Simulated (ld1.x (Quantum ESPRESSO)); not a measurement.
PBE TM dataset for chlorine (Cl), scalar-relativistic all-electron reference.

- Element: Cl (Z = 17)
- Generator: ld1.x (Quantum ESPRESSO) 7.5
- Type: norm-conserving Troullier–Martins (Kleinman–Bylander form)
- Functional: PBE
- Relativity: scalar-relativistic
- Frozen core: [Ne]
- Valence charge: 7
- Reference configuration: 3s2 3p3.5 (charge +1.5)
- Partial waves: 3s (bound): rc 1.20 bohr; 3d channel at 0.45 Ry: rc 1.45 bohr; 3p (bound): rc 1.45 bohr
- Local potential: the p channel
- Core correction: Bessel-smoothed model core inside 0.80 bohr

All-electron outer shells of the reference configuration (PBE, scalar-relativistic, ld1.x):

```tsv
shell	level (eV)	outermost node (bohr)	outermost maximum (bohr)
3s	-38.35	0.55	1.26
3p	-25.40	0.53	1.37
```

Calculated quality:

- Cutoffs needed: 50 Ry and 80 Ry (the cutoffs (Ry, on a coarse ladder) from which the occupation-weighted sum of valence levels, in a spherical-Bessel basis at the reference potential, stays within 10 and 1 mRy of its value at 400 Ry)
- Ghost test: no extra level below or beside the all-electron valence levels (s, d, p, f tested) (spherical-Bessel basis up to 400 Ry, 20 bohr box)
- Largest excitation error: +117 meV (all-electron minus pseudo) for 3s2 3p1, out of 7 test configurations

Generation and tests took about 1.2 s on one core of a shared server CPU.
